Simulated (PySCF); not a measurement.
PtH4 (singlet). All numbers come from PBE/[Pt def2-TZVP with ECP60, H def2-TZVP], scalar-relativistic core potentials, density fitting, no spin–orbit coupling, PySCF.

Harmonic bands of its minimum:

```tsv
ω (cm⁻¹)	IR (km/mol, summed over degenerate members)	degeneracy
375	0.4	2
734	426	1
909	0.0	1
1315	0.0	1
1975	0.7	2
2327	0.0	1
2422	13.7	1
```

Question: The central atom is Pt. Infer the point group and assign the bands.

Answer: D2d. The modes span 2e + 2b2 + b1 + 2a1: 375 e, 734 b2, 909 b1, 1315 a1, 1975 e, 2327 a1, 2422 b2. The computed geometry has H–H 0.955 Å (×2), Pt–H 1.661 Å (×4); H–H–Pt 73.3° (×4), H–Pt–H 33.4° (×2), H–Pt–H 156.5° (×4).

Stability towards spin polarisation was not tested. Only a few start shapes were tried, so a lower isomer may exist. Spin–orbit coupling, left out here, can matter for elements this heavy.
